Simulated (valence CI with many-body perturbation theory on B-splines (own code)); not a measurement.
**Ar XIV: calculated level list**

Computed by valence CI with perturbative core correlation (CI+MBPT): three valence electrons over a frozen Dirac-Fock core [He], radial functions for each j: 11 s, 11 p, 9 d, 7 f, 5 g, 2 h, 1 i, with the one-electron correlation potential Σ1 (screened to all orders), the two-electron term Σ2, the three-electron term Σ3, Breit, model QED; selected single and double excitations, second order for the rest (own B-spline code, finite nucleus).

No measured levels were compared; by estimate levels of excited configurations hold to 0.05 to 0.15 % of their energy, terms of the ground configuration to about 0.5 %.

Levels 1 to 45 of 78, with energies above the lowest level, 2s²2p ²P°_1/2. "Leading %" is the weight of the configuration and term that name the level; weights of strongly mixed levels are sums over their largest components and can fall short. In the jj column 3d3/2^4 stands for four electrons in 3d with j = 3/2. Lifetimes count E1, E2, E3, M1 and M2 decay at the calculated energies, and are blank where another channel may lead or the interval is too uncertain; long ones can be off by a factor of two.

```tsv
No.	Configuration	Term	J	E (eV)	Leading %	g	Leading jj	Lifetime
1	2s²2p	²P°	1/2	0.00	97	0.664	2s^2 2p1/2 (97 %)	
2	2s²2p	²P°	3/2	2.81	97	1.332	2s^2 2p3/2 (97 %)	9.54 ms
3	2s2p²	⁴P	1/2	28.43	100	2.665	2s 2p1/2^2 (50 %)	222 ns
4	2s2p²	⁴P	3/2	29.49	100	1.733	2s 2p1/2 2p3/2 (91 %)	1.67 μs
5	2s2p²	⁴P	5/2	30.91	100	1.598	2s 2p3/2^2 (60 %)	420 ns
6	2s2p²	²D	3/2	50.86	99	0.801	2s 2p1/2 2p3/2 (72 %)	273 ps
7	2s2p²	²D	5/2	50.98	99	1.201	2s 2p1/2 2p3/2 (60 %)	328 ps
8	2s2p²	²S	1/2	63.80	80	1.737	2s 2p1/2^2 (47 %)	64.9 ps
9	2s2p²	²P	1/2	67.62	80	0.932	2s 2p1/2 2p3/2 (52 %)	44.2 ps
10	2s2p²	²P	3/2	68.80	99	1.330	2s 2p3/2^2 (62 %)	39.6 ps
11	2p³	⁴S°	3/2	89.02	99	1.996	2p1/2 2p3/2^2 (54 %)	43.4 ps
12	2p³	²D°	3/2	100.55	97	0.813	2p1/2 2p3/2^2 (46 %)	115 ps
13	2p³	²D°	5/2	100.79	100	1.199	2p1/2 2p3/2^2 (100 %)	114 ps
14	2p³	²P°	1/2	112.68	97	0.664	2p1/2 2p3/2^2 (97 %)	49.6 ps
15	2p³	²P°	3/2	113.22	94	1.322	2p3/2^3 (65 %)	50.5 ps
16	2s²3s	²S	1/2	423.63	94	2.001	2s^2 3s (94 %)	1.89 ps
17	2s²3p	²P°	1/2	437.61	91	0.665	2s^2 3p1/2 (91 %)	21.2 ps
18	2s²3p	²P°	3/2	438.39	91	1.333	2s^2 3p3/2 (91 %)	21.0 ps
19	2s²3d	²D	3/2	451.39	94	0.799	2s^2 3d3/2 (94 %)	292 fs
20	2s²3d	²D	5/2	451.61	94	1.200	2s^2 3d5/2 (94 %)	296 fs
21	2s2p3s	⁴P°	1/2	452.38	98	2.660	2s 2p1/2 3s (90 %)	1.63 ps
22	2s2p3s	⁴P°	3/2	453.25	97	1.728	2s 2p1/2 3s (63 %)	1.60 ps
23	2s2p3s	⁴P°	5/2	455.02	98	1.600	2s 2p3/2 3s (98 %)	1.57 ps
24	2s2p3s	²P°	1/2	459.34	95	0.671	2s 2p1/2 3s (74 %)	2.15 ps
25	2s2p3s	²P°	3/2	461.25	94	1.336	2s 2p3/2 3s (87 %)	1.95 ps
26	2s2p3p	⁴D	1/2	464.83	68	0.214	2s 2p1/2 3p1/2 (93 %)	2.34 ps
27	2s2p3p	⁴D	3/2	465.61	73	1.239	2s 2p1/2 3p1/2 (62 %)	2.99 ps
28	2s2p3p	²P	1/2	466.58	64	0.471	2s 2p1/2 3p3/2 (46 %)	1.02 ps
29	2s2p3p	²P	3/2	466.86	61	1.340	2s 2p1/2 3p3/2 (46 %)	1.11 ps
30	2s2p3p	⁴D	5/2	466.95	98	1.373	2s 2p1/2 3p3/2 (48 %)	669 ps
31	2s2p3p	⁴D	7/2	468.53	99	1.428	2s 2p3/2 3p3/2 (99 %)	1.14 ns
32	2s2p3p	⁴S	3/2	469.63	81	1.910	2s 2p3/2 3p3/2 (52 %)	7.64 ps
33	2s2p3p	⁴P	1/2	470.76	97	2.651	2s 2p1/2 3p1/2 (54 %)	48.2 ps
34	2s2p3p	⁴P	3/2	471.80	85	1.735	2s 2p3/2 3p1/2 (73 %)	21.2 ps
35	2s2p3p	⁴P	5/2	472.43	92	1.573	2s 2p3/2 3p3/2 (44 %)	10.5 ps
36	2s2p3p	²D	3/2	472.76	93	0.839	2s 2p1/2 3p3/2 (52 %)	646 fs
37	2s2p3p	²D	5/2	474.54	92	1.223	2s 2p3/2 3p3/2 (67 %)	665 fs
38	2s2p3d	⁴F°	3/2	476.84	96	0.417	2s 2p1/2 3d3/2 (86 %)	9.66 ps
39	2s2p3d	⁴F°	5/2	477.37	96	1.040	2s 2p1/2 3d3/2 (41 %)	5.31 ps
40	2s2p3p	²S	1/2	478.07	97	1.991	2s 2p3/2 3p3/2 (64 %)	589 fs
41	2s2p3d	⁴F°	7/2	478.18	95	1.245	2s 2p1/2 3d5/2 (49 %)	4.05 ps
42	2s2p3d	⁴F°	9/2	479.47	100	1.333	2s 2p3/2 3d5/2 (100 %)	3.93 ns
43	2s2p3d	⁴D°	5/2	480.75	43	1.401	2s 2p1/2 3d5/2 (76 %)	276 fs
44	2s2p3d	⁴D°	3/2	480.83	73	1.227	2s 2p1/2 3d5/2 (40 %)	222 fs
45	2s2p3d	⁴D°	1/2	480.83	78	0.185	2s 2p1/2 3d3/2 (51 %)	221 fs
```

Names give the largest LS component (configuration and term), which can be under half, so a name can repeat, a term be missing and a line seem to break the LS rules; names also repeat where a configuration has a term twice.

The ionisation energy to 2s² ¹S0 of the next ion comes out as 755.13 eV (NIST: 755.13 ± 0.22 eV (semi-empirical)). All 78 levels together are meant to be complete up to 515.14 eV.
